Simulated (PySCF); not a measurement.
# ZrCl⁺ at r²SCAN0

Level: r²SCAN0. Zr def2-TZVPPD with ECP28, Cl def2-TZVPPD; scalar-relativistic core potentials (PySCF 2.14).

For ZrCl⁺, the state is ³Δ (triplet), unpaired electrons σ ↑, δ ↑ and the bond length is 2.231 Å. The harmonic wavenumber is 468 cm⁻¹, the force constant is 3.25 mdyn/Å and the rotational constant Be is 0.1345 cm⁻¹. The anharmonicity ωexe is 1.27 cm⁻¹, the vibration–rotation constant αe is 0.000496 cm⁻¹ and the bond order (Mayer) is 1.54. The dipole moment (positive dipole points towards Cl; it is taken about the centre of mass and depends on that origin) is -5.52 D.

De is left out where the level can put another filling of the metal’s s and d shells below the measured ground configuration, by anything from nothing to about 1 eV. These are scalar-relativistic numbers at best; spin–orbit coupling would shift them, the dissociation energy most. With d or f electrons several states lie close, and the lowest PBE0 determinant need not be the measured ground state.
